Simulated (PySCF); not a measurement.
C₂H₄ClGaO, SMILES C=[CH][Ga]([Cl])[OH].

Geometry optimised at B3LYP-D3(BJ)/def2-SVP. The structure was generated by enumeration; whether it is a known compound was not checked. Other conformers were not sampled.

All values below come from TDDFT-PBE/def2-SVPD (PySCF 2.14.0).

Vertical excitations. The molecule is in vacuum. State labels are in the subgroup Cs.

Computed lowest excited states:
```
state  symmetry  energy (eV)  λ (nm)      f                                                            main pairs
-----  --------  -----------  ------  -----  --------------------------------------------------------------------
S1           A"         4.96     250  0.000                                                      HOMO−1→LUMO 98 %
S2           A'         5.19     239  0.009                                      HOMO−2→LUMO 54 %, HOMO→LUMO 41 %
S3           A"         5.63     220  0.001                                                      HOMO−3→LUMO 87 %
S4           A'         5.64     220  0.075                    HOMO−4→LUMO 43 %, HOMO→LUMO 26 %, HOMO−2→LUMO 23 %
S5           A"         5.79     214  0.000                                                      HOMO→LUMO+1 86 %
S6           A"         5.89     210  0.000                                                      HOMO−5→LUMO 90 %
S7           A"         6.00     207  0.000                                                    HOMO−2→LUMO+1 98 %
S8           A'         6.01     206  0.094                                                    HOMO−1→LUMO+1 88 %
S9           A'         6.16     201  0.072  HOMO−4→LUMO 46 %, HOMO→LUMO 21 %, HOMO−2→LUMO 13 %, HOMO→LUMO+2 12 %
S10          A"         6.67     186  0.068                                                    HOMO−4→LUMO+1 97 %
T1           A'         4.12     301      0                                      HOMO→LUMO 71 %, HOMO−2→LUMO 20 %
T2           A"         4.77     260      0                                                      HOMO−1→LUMO 96 %
T3           A'         4.90     253      0                                      HOMO−2→LUMO 74 %, HOMO→LUMO 24 %
T4           A"         5.30     234      0                                                      HOMO−3→LUMO 93 %
```
Triplets are in the Tamm–Dancoff approximation, which puts them higher than full response would, so one can lie above its singlet here.
